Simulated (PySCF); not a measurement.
SMILES c1cc([SiH2]CCC)ccc1, singlet (GFN2-xTB optimised geometry):

```
24

C     -0.696    -2.965    -4.126
C     -0.430    -2.599    -2.670
C     -1.725    -2.440    -1.877
Si    -1.436    -1.965    -0.054
C     -0.461    -0.347     0.000
C     -1.112     0.884     0.002
C     -0.402     2.071     0.003
C      0.983     2.049     0.001
C      1.649     0.835     0.000
C      0.931    -0.347     0.000
H     -1.245    -3.903    -4.189
H     -1.287    -2.190    -4.610
H      0.238    -3.076    -4.672
H      0.138    -1.666    -2.631
H      0.184    -3.378    -2.210
H     -2.290    -3.372    -1.928
H     -2.341    -1.679    -2.362
H     -2.729    -1.781     0.616
H     -0.664    -3.015     0.622
H     -2.192     0.910     0.005
H     -0.927     3.015     0.006
H      1.541     2.975     0.002
H      2.729     0.812     0.000
H      1.459    -1.290     0.001
```

Calculation: PBE/def2-SVP (PySCF).

Task: What are the frontier orbital energies and the dipole moment?

Result: HOMO-2 -6.98 eV, HOMO-1 -6.31 eV, HOMO -6.20 eV, LUMO -1.29 eV, LUMO+1 -1.03 eV; dipole moment 0.77 D.

Meta-Löwdin charges at PBE/def2-SVP: C1 -0.30, C2 -0.16, C3 -0.39, Si4 0.56, C5 -0.21, C6 -0.10, C7 -0.11, C8 -0.10, C9 -0.11, C10 -0.10, H11 0.10, H12 0.10, H13 0.10, H14 0.09, H15 0.09, H16 0.10, H17 0.10, H18 -0.10, H19 -0.10, H20 0.10, H21 0.11, H22 0.11, H23 0.11, H24 0.10.
